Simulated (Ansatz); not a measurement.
Species: C3H8ClSi, charge 0, multiplicity 2. It need not be the lowest isomer of its formula. 
Geometry from a B3LYP-D3(BJ)/def2-TZVP (Ansatz, an electronic-structure program) optimisation:
```
Si
C 1 1.8381
H 2 1.0846 1 122.65
H 2 1.0846 3 114.54 1 -175.40
C 1 1.8644 2 111.27 3 155.71
H 5 1.0913 1 110.90 2 55.88
H 5 1.0913 6 108.03 1 -121.57
H 5 1.0927 6 108.23 7 -117.07
C 1 1.8644 2 111.27 3 29.26
H 9 1.0913 1 110.90 2 -55.88
H 9 1.0913 10 108.03 1 121.57
H 9 1.0927 10 108.23 11 117.07
Cl 1 2.0982 2 107.50 3 -87.52
```
Charge 0, spin multiplicity 2.

Property: atomisation energy (electronic, to ground-state atoms), in kcal/mol. Correlated levels leave the core frozen unless marked. UHF or UKS for open shells. No spin-orbit coupling. No relativistic terms. The coupled-cluster limit lacks core correlation, which all-electron functionals hold. CBS(X,Y): correlation extrapolated as X^-3; Hartree-Fock from the larger set.

```json
[
 {"level": "PBE/def2-TZVPD", "program": "Ansatz", "atomisation energy (kcal/mol)": "1155.8"},
 {"level": "r2SCAN-D4/def2-TZVPD", "program": "Ansatz + dftd4", "atomisation energy (kcal/mol)": "1157.0"}
]
```

Question: Estimate the value at CCSD(T)/CBS(cc-pV(T+d)Z,cc-pV(Q+d)Z) as computed with Ansatz.

Answer: 1150.7 kcal/mol
